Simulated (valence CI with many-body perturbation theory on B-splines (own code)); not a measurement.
# Hg⁵⁸⁺ in three bases

Computed by relativistic CI+MBPT: four valence electrons over a frozen Dirac-Fock core [Ar], radial functions for each j: 7 s, 7 p, 8 d, 6 f, 4 g, 1 h, with the one-electron correlation potential Σ1, the two-electron term Σ2, the three-electron term Σ3, Breit, model QED; selected CI, second order for the rest, scaled by the run's own slope (own B-spline code, finite nucleus).

The last digits are not significant, and no measured levels were compared; by estimate large intervals hold to a few tenths of a per cent, small ones and those within an open d or f shell to about a per cent. The list stops below the first excitations out of the core. Only levels of the ground parity were solved; by the run's estimate the other parity begins above the list, which can be wrong where configurations are misplaced.

The reference run has the lowest level (3d3/2^4) J=0 and an ionisation energy of 6042.42 eV. Its largest variational space holds 16806 state functions.

Levels are named by their leading jj configuration (3d3/2^4 stands for four electrons in 3d with j = 3/2), which in mixed levels can hold well under half, so a name can repeat and another be missing. Letters in brackets count levels of one name in rising energy.

Changed runs:
A. basis 6 s, 6 p, 5 d, 5 f, 1 g
B. basis 5 s, 5 p, 4 d, 4 f

Excitation energies of the reference run in cm⁻¹, and shifts in cm⁻¹:

| Level | Reference | A | B |
| --- | --- | --- | --- |
| (3d3/2^3 3d5/2) J=1 | 772523 | -247 | -418 |
| (3d3/2^3 3d5/2) J=4 | 875433 | +25 | +315 |
| (3d3/2^3 3d5/2) J=2 | 911230 | -43 | +386 |
| (3d3/2^3 3d5/2) J=3 | 939502 | -4.9 | +483 |
| (3d3/2^2 3d5/2^2) J=2 [a] | 1621270 | -279 | -248 |
| (3d3/2^2 3d5/2^2) J=0 | 1621870 | -294 | -545 |
| (3d3/2^2 3d5/2^2) J=4 [a] | 1645160 | -214 | -149 |
| (3d3/2^2 3d5/2^2) J=3 [a] | 1664730 | -258 | -124 |
| (3d3/2^2 3d5/2^2) J=5 | 1692510 | -87 | +268 |
| (3d3/2^2 3d5/2^2) J=6 | 1715970 | +25 | +565 |
| (3d3/2^2 3d5/2^2) J=1 | 1746640 | -107 | +383 |
| (3d3/2^2 3d5/2^2) J=3 [b] | 1767320 | -16 | +662 |
| Ionisation energy (eV) | 6042.42 | -0.08 | -0.13 |
